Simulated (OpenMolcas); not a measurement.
Nb4+ with 6 ligands (ammonia) in octahedral coordination (S6) at 2.1 Å. Ligand basis ANO-RCC-VDZP.
```
Nb    0.0000    0.0000    0.0000
N     2.1000    0.0000    0.0000
H     2.4821    0.9457    0.0000
H     2.4821   -0.4729    0.8190
H     2.4821   -0.4729   -0.8190
N     0.0000    2.1000    0.0000
H     0.0000    2.4821    0.9457
H     0.8190    2.4821   -0.4729
H    -0.8190    2.4821   -0.4729
N    -2.1000    0.0000    0.0000
H    -2.4821   -0.9457    0.0000
H    -2.4821    0.4729   -0.8190
H    -2.4821    0.4729    0.8190
N     0.0000   -2.1000    0.0000
H     0.0000   -2.4821   -0.9457
H    -0.8190   -2.4821    0.4729
H     0.8190   -2.4821    0.4729
N     0.0000    0.0000    2.1000
H     0.9457    0.0000    2.4821
H    -0.4729    0.8190    2.4821
H    -0.4729   -0.8190    2.4821
N     0.0000    0.0000   -2.1000
H    -0.9457    0.0000   -2.4821
H     0.4729   -0.8190   -2.4821
H     0.4729    0.8190   -2.4821
```

```yaml
Program: OpenMolcas 26.06
Method: CASSCF
Basis: ANO-RCC-VTZP [7s6p4d2f1g]
Scalar_Hamiltonian: DKH2, point nucleus
Active_space: 1 electron in 5 orbitals (4d)
State_averaging: 2S+1 = 2 even, 5 roots
Spin-orbit_coupling: RASSI with atomic mean-field integrals over the reference wave functions
```

(1) What is the spin-free ground state?

(2) Where is the first state of the same spin?

(3) What are the lowest two levels with spin-orbit coupling?

(4) What is χT at 300 K, and how does it compare with the textbook value?

## Answers

(1) A state of multiplicity 2, 1-fold in its orbital part; it has the highest spin that d1 allows.

(2) A 2-fold state lies at 509 cm-1 above the ground state.

(3) A 2-fold level with g = 0.74, 0.74, 1.15, then a 2-fold level 392.6 cm-1 above it. Their leading multiplicities are 2 (100 %) and 2 (100 %).

(4) The lowest level has 2S+1 = 2, for which the spin-only value is χT = S(S+1) / 2 = 0.375 cm3 K/mol (g = 2). The computed 0.196 at 300 K differs by -0.179, through orbital momentum, spin-orbit coupling and any other state in reach.

The least metal-like active orbital is 71 % on the metal (Löwdin) and no ligand orbital is active, so the numbers are rough. With metal d orbitals alone the field can be off either way by tens of per cent. Ligand-to-metal charge-transfer states are missing. No measured value stands beside these numbers; the geometry is a model, was not optimised and need not be the one that this ion takes.
